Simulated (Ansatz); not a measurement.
A CCSD(T) single point on CH5BOSi.

```yaml
crystal:
  periodic: [false, false, false]
  atoms:
    - {symbol: O, position_ang: [0.091994, 1.563061, -1.610778]}
    - {symbol: C, position_ang: [-0.108514, 0.726138, -0.590537]}
    - {symbol: B, position_ang: [0.751232, -0.447361, -0.310052]}
    - {symbol: Si, position_ang: [0.001104, -1.242141, 1.208284]}
    - {symbol: H, position_ang: [-0.573027, 2.259205, -1.622849]}
    - {symbol: H, position_ang: [-0.972953, 0.986518, 0.025290]}
    - {symbol: H, position_ang: [1.703569, -0.778113, -0.944680]}
    - {symbol: H, position_ang: [0.402520, -2.454431, 1.973480]}
    - {symbol: H, position_ang: [-1.207324, -0.659075, 1.854542]}
basis:
  gaussian: {orbitals: def2-TZVPP}
correlation: {method: ccsd_t}
output: {orbitals: {seedname: orbitals}}
```

```sh
$ ansatz run in.yaml --threads 2 --pin off --events-out ev --progress --plain --max-ram 4352MiB
```

The program prints (abridged):

```
Functional definition: HF
1215 factors; integrals over basis functions are off by at most 8.9e-4 eV
mean field evaluation 1: about -11676.0883 eV, gradient 3.5e1 eV
mean field evaluation 2: about -11676.3275 eV, gradient 3.5e1 eV
mean field evaluation 4: about -11679.8154 eV, gradient 4.5e0 eV
mean field evaluation 8: about -11679.9048 eV, gradient 3.4e-1 eV
mean field evaluation 16: about -11679.9064 eV, gradient 1.4e-6 eV
mean field -11679.90635075 eV, -429.2286414651 hartree, gradient 1.4e-6 eV, S^2 0.000000; 0 other end points of the search recorded, 0 dependent functions left out; unrestricted orbitals would lower it
8 core orbitals not correlated: weight in the atoms' cores, before any rotation towards them, 1.000 or more for the frozen orbitals, at most 0.000 for the correlated occupied ones
reference -11679.90635075 eV, -429.2286414651 hartree; 11, 11 occupied and 186, 186 virtual orbitals, 1215 factors
second order -17.30233088 eV of doubles, -0.00000000 eV of singles
cycle   1  -17.57638995 eV  change   -2.7e-1 eV  update   1.1e-1
cycle   2  -18.07889818 eV  change   -5.0e-1 eV  update   3.9e-2
cycle   3  -18.22013102 eV  change   -1.4e-1 eV  update   2.2e-2
cycle   4  -18.21240128 eV  change    7.7e-3 eV  update   6.2e-3
cycle   5  -18.20594734 eV  change    6.5e-3 eV  update   3.5e-3
cycle   6  -18.20666878 eV  change   -7.2e-4 eV  update   1.1e-3
cycle   7  -18.20654985 eV  change    1.2e-4 eV  update   5.5e-4
cycle   8  -18.20641874 eV  change    1.3e-4 eV  update   2.3e-4
cycle   9  -18.20653294 eV  change   -1.1e-4 eV  update   1.1e-4
cycle  10  -18.20655060 eV  change   -1.8e-5 eV  update   4.6e-5
cycle  11  -18.20651797 eV  change    3.3e-5 eV  update   1.7e-5
cycle  12  -18.20652968 eV  change   -1.2e-5 eV  update   9.5e-6
perturbative correction -0.87727183 eV, -0.0322391449 hartree
Total energy: -11698.99015225 eV, -429.9299582348 hartree
```

Run time 54 s (2 threads of an Arm Neoverse V2 on a shared host); peak host memory 2.6 GiB.

The correlation energy is -19.084 eV, 4.6 % of it from (T); the T1 diagnostic reads 0.0174.
